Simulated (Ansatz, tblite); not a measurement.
Cost and result up the ladder for (ClGaNH)4 cubane (Ga4N4Cl4H4) (16 atoms). Charge 0, multiplicity 1. Geometry: PBE-D4/def2-SVP.

Cartesian coordinates in Å:
```
Ga -0.6012 1.5428 0.5539
Cl -1.3440 3.4479 1.2383
N -1.4757 0.3503 -0.7837
Ga -1.1657 -1.2459 0.3704
Cl -2.6053 -2.7849 0.8276
N -0.2520 -0.0602 1.6875
Ga 1.5092 -0.3582 0.8015
Cl 3.3732 -0.8005 1.7914
N 1.1398 1.2183 -0.3621
Ga 0.2577 0.0614 -1.7258
Cl 0.5761 0.1379 -3.8571
N 0.5880 -1.5085 -0.5417
H -2.3625 0.5607 -1.2546
H -0.4035 -0.0962 2.7014
H 1.8248 1.9503 -0.5797
H 0.9411 -2.4150 -0.8671
```

Ansatz on 2 threads of AMD EPYC 7R13 on a shared host and a share (18 GiB) of an NVIDIA H100 80GB HBM3; xTB runs through tblite on one thread. Times are rough, summed over both states, and most runs start from the orbitals of an earlier one. PBE0-D4/def2-TZVP serves as the yardstick here, not as an exact answer. The other state is a doublet.

The xTB rows come from tblite. B3LYP takes the VWN-RPA correlation. Single mean-field runs in def2-TZVP are fitted with def2-universal-jkfit. HOMO above LUMO, or a gap near zero within one spin, warns that the state may not be the lowest or that an electron is smeared out.

Raw xTB energies of ions are shifted by several eV.

| level | functions | vertical IE (eV) | difference from PBE0-D4/def2-TZVP (eV) | remarks |
| --- | --- | --- | --- | --- |
| PBE-D4/def2-TZVP | 488 | 9.16 | -0.67 | gap within one spin near zero (+1 doublet) |
| GFN2-xTB | 92 | 14.14 | 4.31 | – |
| GFN1-xTB | 96 | 12.31 | 2.48 | – |
| PBE0-D4/def2-TZVP | 488 | 9.83 | 0.00 | – |
| B3LYP-D4/def2-TZVP (with forces) | 488 | 9.72 | -0.11 | – |

(1) Estimate how long each takes.

Answers

(1) GFN1-xTB 0.07 s; GFN2-xTB 0.095 s; PBE-D4/def2-TZVP 15 s; B3LYP-D4/def2-TZVP (with forces) 17 s; PBE0-D4/def2-TZVP 23 s. On shared hardware such times vary by a factor of up to 3.
